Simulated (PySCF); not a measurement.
Spectra and structures to be paired. The calculation used PySCF, TDDFT PBE0/def2-SVPD, vertical, gas phase, core orbitals frozen in the response. Geometries: GFN2-xTB; one conformer of each isolated species. Triplets are in the Tamm–Dancoff approximation.

A. `C=CCC(=C)SC`
B. `C#C/C=C(/C)CC`
C. `C[C@@]12C=C[C@@H](O1)C(F)=C2`
D. `CS/C=C\C1CC1`
E. `F/C=C/C=C=S`

Lowest singlet levels (six at most, fewer where fewer were computed) with oscillator strengths:

1. 5.06 eV (f 0.000); 5.40 eV (f 0.361); 5.49 eV (f 0.000); 5.73 eV (f 0.012); 6.07 eV (f 0.014); 6.39 eV (f 0.001); T1 3.67 eV
2. 4.59 eV (f 0.000); 5.47 eV (f 0.000); 5.90 eV (f 0.020); 6.29 eV (f 0.005); 6.60 eV (f 0.008); 6.76 eV (f 0.080); T1 3.10 eV
3. 2.11 eV (f 0.000); 4.79 eV (f 0.000); 4.99 eV (f 0.434); 5.66 eV (f 0.011); 6.16 eV (f 0.000); 6.19 eV (f 0.353); T1 1.77 eV
4. 5.18 eV (f 0.065); 5.40 eV (f 0.017); 5.96 eV (f 0.033); 6.06 eV (f 0.040); 6.34 eV (f 0.005); 6.52 eV (f 0.185); T1 3.86 eV
5. 5.50 eV (f 0.269); 5.61 eV (f 0.096); 5.98 eV (f 0.002); 6.37 eV (f 0.007); 7.00 eV (f 0.007); 7.22 eV (f 0.021); T1 3.40 eV

**Question.** Match each spectrum to its molecule.

**Answer.** 1 = D, 2 = C, 3 = E, 4 = A, 5 = B.
- A: S1 at 5.18 eV, HOMO→LUMO (90%); Löwdin shares by element: HOMO sulfur 48%, carbon 42% or more; LUMO carbon 65% or more (atoms not listed hold the other 35%); HOMO -6.18 and LUMO -0.16 eV.
- B: S1 at 5.50 eV, HOMO→LUMO (70%), HOMO-1→LUMO (21%); Löwdin shares by element: HOMO carbon 82% or more (atoms not listed hold the other 18%); LUMO carbon 76% or more (atoms not listed hold the other 24%); HOMO -6.60 and LUMO -0.56 eV.
- C: S1 at 4.59 eV, HOMO→LUMO (99%); Löwdin shares by element: HOMO carbon 74% or more (atoms not listed hold the other 26%); LUMO carbon 67% or more (atoms not listed hold the other 33%); HOMO -6.55 and LUMO -0.87 eV.
- D: S1 at 5.06 eV, HOMO→LUMO+1 (86%); Löwdin shares by element: HOMO carbon 42% or more, sulfur 42% (atoms not listed hold the other 17%); LUMO carbon 57% or more, sulfur 12%, hydrogen 5% or more (atoms not listed hold the other 26%); HOMO -5.75 and LUMO 0.32 eV; point group Cs, 2 of its 6 listed states under f = 0.0005.
- E: S1 at 2.11 eV, HOMO→LUMO (99%); Löwdin shares by element: HOMO carbon 50% or more, sulfur 30% (atoms not listed hold the other 19%); LUMO carbon 49% or more, sulfur 42%, hydrogen 4% or more; HOMO -6.20 and LUMO -2.47 eV; point group Cs, 3 of its 6 listed states under f = 0.0005.
A and D have S1 within 0.12 eV of each other; their strongest listed levels stand at 6.52 eV (f 0.185) and 5.40 eV (f 0.361).
